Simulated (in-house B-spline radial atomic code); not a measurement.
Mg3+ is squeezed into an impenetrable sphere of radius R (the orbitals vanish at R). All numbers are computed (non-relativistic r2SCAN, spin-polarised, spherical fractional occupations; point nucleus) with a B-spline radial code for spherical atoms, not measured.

Energies in eV above the free ion in [He] 2s2 2p5:

| R (bohr) | highest level (eV) | [He] 2s2 2p5 | [He] 2s1 2p6 |
| --- | --- | --- | --- |
| 9.33 | -95.4 | 0 | 34.25 |
| 6.79 | -95.4 | 0 | 34.25 |
| 5.42 | -95.4 | 0 | 34.25 |
| 4.55 | -95.4 | 1.975e-05 | 34.25 |
| 3.84 | -95.4 | 0.0006401 | 34.25 |
| 2.94 | -95.4 | 0.04678 | 34.31 |
| 2.62 | -95.2 | 0.2083 | 34.5 |
| 2.24 | -94.4 | 1.192 | 35.6 |
| 1.77 | -89.7 | 9.828 | 44.8 |
| 1.23 | -58.8 | 106.5 | 141.8 |

Does [He] 2s1 2p6 fall below [He] 2s2 2p5 under compression?

No, it stays above over the whole range.
